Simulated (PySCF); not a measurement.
## Correlation energy of Pb (lead, neutral)

[Xe] 4f14 5d10 6s2 6p2, high-spin 3P determinant. Computed with PySCF 2.14 in aug-cc-pwCVTZ-DK3 (11s10p8d5f1g, 125 functions), with scalar relativity by spin-free X2C-1e. Frozen: [Xe] 4f14 5d10; 4 electrons correlated.

```
  level  correlation energy (mhartree)
   CCSD                         -48.29
    (T)                          -1.19
CCSD(T)                         -49.48
```

Diagnostics: T1 = 0.0077, D1 = 0.0196, largest double amplitude 0.051.

Spin-orbit coupling is strong in this species (close to jj coupling), so the high-spin LS determinant is a model state, not a physical level.

Cost of the coupled-cluster step: roughly 21 core-seconds, for 4 correlated electrons.

Spin-orbit coupling is strong in this species, so the high-spin LS determinant is a model state.
